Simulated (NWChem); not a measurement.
System: BN2H5O; SMILES NB(N)O

The following NWChem deck was run.

```
start job
memory heap 200 mb stack 900 mb global 1100 mb
geometry units angstroms noautoz
  B      0.018951    -0.011054     0.000000
  O      1.401047    -0.016650     0.000000
  H      1.780043     0.864064     0.000000
  N     -0.619672    -1.277917     0.000000
  H     -0.078583    -2.129508     0.000000
  H     -1.617593    -1.416483     0.000000
  N     -0.726616     1.205186     0.000000
  H     -1.735188     1.233626     0.000000
  H     -0.304462     2.121386     0.000000
end
basis spherical
  * library def2-svp
end
dft
  xc xpbe96 cpbe96
  iterations 150
  vectors input atomic output neutral.movecs
end
task dft energy
charge 1
dft
  odft
  mult 2
  vectors input atomic output cation.movecs
end
task dft energy
```

Parts of the log:

```
             Northwest Computational Chemistry Package (NWChem) 7.3.0
             --------------------------------------------------------

 CS  symmetry detected

                             Geometry "geometry" -> ""
                             -------------------------

 Output coordinates in angstroms (scale by  1.889725989 to convert to a.u.)

  No.       Tag          Charge          X              Y              Z
 ---- ---------------- ---------- -------------- -------------- --------------
    1 B                    5.0000     0.02038259    -0.01208670     0.00000000
    2 O                    8.0000     1.39687274    -0.13656779     0.00000000
    3 H                    1.0000     1.85023398     0.70827463     0.00000000
    4 N                    7.0000    -0.72486457    -1.21930990     0.00000000
    5 H                    1.0000    -0.25904668    -2.11429495     0.00000000
    6 H                    1.0000    -1.73100682    -1.27150803     0.00000000
    7 N                    7.0000    -0.61778331     1.26378718     0.00000000
    8 H                    1.0000    -1.62016904     1.37889219     0.00000000
    9 H                    1.0000    -0.11837113     2.14027101     0.00000000

 Effective nuclear repulsion energy (a.u.)     116.7578907800

      Symmetry information
      --------------------

 Group name             Cs
 Group number              2
 Group order               2
 No. of unique centers     9

  pbe96 is a nonlocal functional; adding pw91lda local functional.

                                 NWChem DFT Module
                                 -----------------

 Summary of "ao basis" -> "ao basis" (spherical)
 ------------------------------------------------------------------------------
       Tag                 Description            Shells   Functions and Types
 ---------------- ------------------------------  ------  ---------------------
 B                          def2-svp                 6       14   3s2p1d
 O                          def2-svp                 6       14   3s2p1d
 H                          def2-svp                 3        5   2s1p
 N                          def2-svp                 6       14   3s2p1d

      Symmetry analysis of basis
      --------------------------

        a'         60
        a"         21

            General Information
            -------------------
          SCF calculation type: DFT
          Wavefunction type:  closed shell.
          No. of atoms     :     9
          No. of electrons :    32
           Alpha electrons :    16
            Beta electrons :    16
          Charge           :     0
          Spin multiplicity:     1
          Use of symmetry is: on ; symmetry adaption is: on
          Maximum number of iterations: 150
          AO basis - number of functions:    81
                     number of shells:    39
          Convergence on energy requested:  1.00D-06
          Convergence on density requested:  1.00D-05
          Convergence on gradient requested:  5.00D-04

              XC Information
              --------------
          PerdewBurkeErnzerhof Exchange Functional  1.000
            Perdew 1991 LDA Correlation Functional  1.000 local
           PerdewBurkeErnz. Correlation Functional  1.000 non-local

             Grid Information
             ----------------
          Grid used for XC integration:  medium
          Radial quadrature: Mura-Knowles
          Angular quadrature: Lebedev.
          Tag              B.-S. Rad. Rad. Pts. Rad. Cut. Ang. Pts.
          ---              ---------- --------- --------- ---------
          B                   0.85       49           8.0       434
          O                   0.60       49          10.0       434
          H                   0.35       45          11.0       434
          N                   0.65       49          10.0       434
          Grid pruning is: on
          Number of quadrature shells:   421
          Spatial weights used:  Erf1

      Superposition of Atomic Density Guess
      -------------------------------------

 Sum of atomic energies:        -210.17990676

      Non-variational initial energy
      ------------------------------

 Total energy =    -212.237403
 1-e energy   =    -515.875160
 2-e energy   =     186.879866
 HOMO         =      -0.338271
 LUMO         =       0.063355

      Symmetry analysis of molecular orbitals - initial
      -------------------------------------------------

  Numbering of irreducible representations:

     1 a'          2 a"

  Orbital symmetries:

     1 a'          2 a'          3 a'          4 a'          5 a'
     6 a'          7 a'          8 a'          9 a'         10 a'
    11 a'         12 a'         13 a"         14 a'         15 a"
    16 a"         17 a'         18 a'         19 a"         20 a'
    21 a'         22 a'         23 a'         24 a'         25 a'
    26 a"

   convergence    iter        energy       DeltaE   RMS-Dens  Diis-err
 ---------------- ----- ----------------- --------- --------- ---------
 d= 0,ls=0.0,diis     1   -212.2118118186 -3.29D+02  1.58D-02  8.08D-01
 d= 0,ls=0.0,diis     2   -212.1613278565  5.05D-02  9.12D-03  1.44D+00
 d= 0,ls=0.0,diis     3   -212.2982529296 -1.37D-01  1.97D-03  5.96D-02
 d= 0,ls=0.0,diis     4   -212.3018995016 -3.65D-03  9.22D-04  1.86D-02
 d= 0,ls=0.0,diis     5   -212.3037487961 -1.85D-03  1.53D-04  4.33D-04
  Resetting Diis
 d= 0,ls=0.0,diis     6   -212.3037956126 -4.68D-05  3.68D-05  8.70D-06
 d= 0,ls=0.0,diis     7   -212.3037966080 -9.95D-07  1.85D-05  8.41D-07
 d= 0,ls=0.0,diis     8   -212.3037965721  3.59D-08  9.98D-06  1.12D-06

         Total DFT energy =     -212.303796572063
      One electron energy =     -520.823742758654
           Coulomb energy =      219.951419069680
    Exchange-Corr. energy =      -28.189363663087
 Nuclear repulsion energy =      116.757890779997

 Numeric. integr. density =       32.000009541518

[...]
```

Level: PBE/def2-SVP, vertical spin-unrestricted ions. All runs use the structure optimised with PBE0/def2-SVP.
